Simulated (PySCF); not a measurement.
# [HgH3]-: one-bond stretch

Computed with PBE0/[Hg def2-TZVPD with ECP60, H def2-TZVPD], scalar-relativistic core potentials, density fitting, no spin–orbit coupling, PySCF.

Rigid scan from the singlet minimum (Hg–H 1.764 Å (×3); H–Hg–H 120.0° (×3)). Coordinate: the bond from Hg to the last atom (H) scaled, the rest fixed. Energies in kJ/mol from the minimum.

**Question.** Predict the curve at 0.92, 0.96, 1.00, 1.05, 1.12, 1.20, 1.35, 1.55, 1.80, 2.20.

**Answer.** 
| scale of one bond | E (kJ/mol) | dipole size (D, about the centre of mass) |
| --- | --- | --- |
| 0.92 | 10.4 | 0.54 |
| 0.96 | 2.3 | 0.28 |
| 1.00 | 0.0 | 0.00 |
| 1.05 | 2.8 | 0.37 |
| 1.12 | 13.6 | 0.92 |
| 1.20 | 31.3 | 1.57 |
| 1.35 | 69.3 | 2.85 |
| 1.55 | 117.0 | – |
| 1.80 | 164.2 | – |
| 2.20 | 214.2 | – |

At long bonds a restricted determinant can lie too high, and another spin state can fall below this curve.

Spin–orbit coupling, left out here, can matter for elements this heavy.

Other isomers or separated fragments may lie lower.

The scan took 5.8 s on 2 threads of a shared Arm Neoverse V2 host; the process peaked at 0.86 GiB.
